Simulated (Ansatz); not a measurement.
(S)-bromo-chloro-fluoromethane (CHBrClF), SMILES F[C@@H](Cl)Br.

Geometry: PBE0-D3(BJ)/def2-SVP.

Two levels are set side by side: PBE/def2-SVPD (Ansatz, a first-principles code) and PBE0/def2-SVPD (Ansatz). Energy differences of separate SCF runs at the same geometry; the states with an electron removed or added have multiplicity 2 and 2. Differences are taken from unrounded values.

```
quantity                            PBE0
---------------------------------  -----
vertical ionisation energy (eV)    11.07
vertical singlet–triplet gap (eV)   5.35
```

Question: What does PBE give, and how far is it from PBE0? (The exact figures need the calculation; the answer reports its results.)

Answer: 
```json
[
 {"quantity": "vertical ionisation energy (eV)", "PBE": "10.73", "PBE minus PBE0": "-0.35"},
 {"quantity": "vertical singlet–triplet gap (eV)", "PBE": "5.17", "PBE minus PBE0": "-0.18"}
]
```
